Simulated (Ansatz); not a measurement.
Reaction (ligand exchange at the Si–N bond): `[SiH3]/N=C/Cl` + `N[SiH2]S` → `[SiH3]N[SiH2]S` + `N=CCl`

Isolated molecules relaxed with PBE0-D4/def2-TZVP in Ansatz; ΔE leaves out vibrations. CCSD(T)/CBS is the MP2 limit (def2-TZVPP, def2-QZVPP) plus CCSD(T) − MP2 in def2-TZVPP, frozen cores. This one scheme is used for every species. Functionals use def2-TZVPP. B3LYP here is the variant with VWN-RPA as its local correlation; programs differ in this. Each species was taken in one conformer, which may not be the lowest.

**Question.** Is it downhill or uphill in electronic energy at CCSD(T)/CBS, and by how much? (An estimate is asked.)

**Answer.** Computed: Downhill: ΔE = -13.4 kJ/mol.

**Question.** What do these levels give: PBE-D4, PBE0-D4, B3LYP-D4, ωB97M-V, r2SCAN, PBE0, B3LYP, HF/def2-TZVPP, SCS-MP2/def2-TZVPP, CCSD/def2-TZVPP, HF/def2-QZVPP, SCS-MP2/def2-QZVPP? (Best estimate.)

**Answer.** Ansatz gave: PBE-D4 -7.8, PBE0-D4 -10.5, B3LYP-D4 -8.6, ωB97M-V -12.3, r2SCAN -7.1, PBE0 -8.5, B3LYP -5.1, HF/def2-TZVPP -10.0, SCS-MP2/def2-TZVPP -12.6, CCSD/def2-TZVPP -15.1, HF/def2-QZVPP -10.0, SCS-MP2/def2-QZVPP -11.8 kJ/mol.

Largest T1 diagnostic among the species: 0.013.

The D4 term adds −3.5 kJ/mol with B3LYP and −2.0 kJ/mol with PBE0; it sums over pairs of atoms, weighted by their polarisabilities, and B3LYP, whose exchange is more repulsive, gets the larger term.
